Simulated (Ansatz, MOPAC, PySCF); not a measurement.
Dimer: SiH4 (SMILES [SiH4]) (first 5 atoms) with C3H4 (SMILES C=C=C); geometry from B3LYP-D3(BJ)/def2-TZVP.
(charge 0, multiplicity 1):
```xyz
12

Si    -0.11373     0.34636     0.25170
H      1.22810     0.62145     0.80930
H     -0.01520     0.24655    -1.22423
H     -1.03985     1.44552     0.60097
H     -0.62712    -0.93335     0.78729
C     -0.42376     0.95046     3.81850
C      0.08143    -0.24762     3.83317
C      0.58647    -1.44493     3.83492
H      0.20283     1.82340     3.67641
H     -1.48726     1.11514     3.94692
H      0.67810    -2.01427     2.91705
H      0.93077    -1.91105     4.75075
```

Monomers are frozen at their geometry in the pair; levels with a basis set take the counterpoise correction.

The state reached by PM6 isn't checked.

The values were computed with Ansatz (Gaussian basis) for Hartree–Fock, density functionals and correlated methods; MOPAC for PM6 (differences of heats of formation); PySCF for the dispersion terms. 

Problem. One of these levels gives 1.10 kcal/mol for the interaction energy. Which?
A. PM6
B. HF/aug-cc-pV(D+d)Z
C. r2SCAN-D3(BJ)/def2-TZVPPD

Solution. B, HF/aug-cc-pV(D+d)Z. The others give -0.80 (PM6), -1.83 (r2SCAN-D3(BJ)/def2-TZVPPD)

Ansatz is a first-principles code.
